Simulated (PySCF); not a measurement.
Pb(Cl)2 cation (Cl₂Pb), SMILES [Cl][Pb][Cl] (connectivity only; charge and spin as stated), charge +1, multiplicity 2. Atoms are numbered in the order given.

```xyz
3

Pb     0.0000     0.0000     0.6375
Cl     0.0000    -1.3613    -1.5375
Cl     0.0000     1.3613    -1.5375
```
Charge +1, spin multiplicity 2.

Geometry optimised at B3LYP-D3(BJ)/def2-TZVP. The multiplicity is an assumed one; other spin states were not compared. The isomer is the one that the SMILES or the coordinates give; other isomers of the formula were not compared. The def2 effective core potentials stand for the cores of Pb; spin–orbit coupling is left out.

All values below come from CAM-B3LYP/def2-TZVPD in PySCF.

Gas-phase values at a fixed geometry.

- total energy: -1113.05009 hartree
- point group: C2v
- α spin, highest occupied and lowest empty level: -15.39 and -7.80 eV
- β spin, highest occupied and lowest empty level: -15.49 and -9.48 eV
- dipole moment about the centre of nuclear charge: 3.12 D
- mean static polarisability: 67.2 bohr³ (9.96 Å³)
- polarisability, principal values: 41.1, 71.2, 89.3 bohr³
- ⟨S²⟩: 0.758 (pure state 0.75)
